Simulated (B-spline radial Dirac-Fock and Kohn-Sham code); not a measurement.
Zr²⁺: non-radiative channels of the N2 vacancy

System: zirconium as Zr²⁺, configuration [Kr] 4d2, inside a Watson sphere of charge -2 and radius 1.6 Å (a model of the Madelung potential; inside it an electron's potential energy is raised by 18.0 eV).

Method: independent-particle radiative and Coulomb Auger rates from relativistic LDA hole-state orbitals, with Dirac-Fock energies. Computed with a radial atomic solver. Kinetic energies are configuration averages from the vacuum level; the two-hole energies are estimated from single-hole states.

```
transition  kinetic energy (eV)  width (meV)  share (%)
   N2-N4N4                17.68         46.1       16.2
   N2-N4N5                17.80          230       80.9
   N2-N5N5                17.92         8.06        2.8
```

Coster-Kronig rates are the weakest part of this model and often come out 1.5 to 2.5 times too large. The listed channels hold 100 % of the non-radiative rate. Summed by principal shells, of 0.284 eV in all: NNN 100.0 %.
